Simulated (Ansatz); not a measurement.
Two shapes of singlet AlCl₄(-).

Shape 1:

```xyz
5

Al   -0.0487   -0.0071   -0.0089
Cl    1.2104    1.2526    1.2165
Cl    1.2018   -1.2663   -1.2481
Cl   -1.2303    1.2710   -1.2078
Cl   -1.2438   -1.2684    1.2029
```

Shape 2:

```xyz
5

Al   -0.0736    0.0248    0.0709
Cl    1.1873    1.2391    1.1312
Cl    1.1286   -1.2343   -1.2882
Cl   -1.1770    1.3116   -1.1485
Cl   -1.2522   -1.3336    1.1423
```

Basis set: 6-31G (spherical functions). Frozen core: 25 orbitals. Charge -1, multiplicity 1.

Computed with Ansatz (development build ahead of 0.2.0); each method stands on the lowest determinant of its kind that the runs found.

(1) Which shape is lower in energy, and by how much in each method?

## Answers

(1)

```csv
method,E(2) − E(1) (eV)
RHF,0.428
RHF-MP2,0.462
```

Shape 1 is lower. Caution: no diffuse functions for an anion.
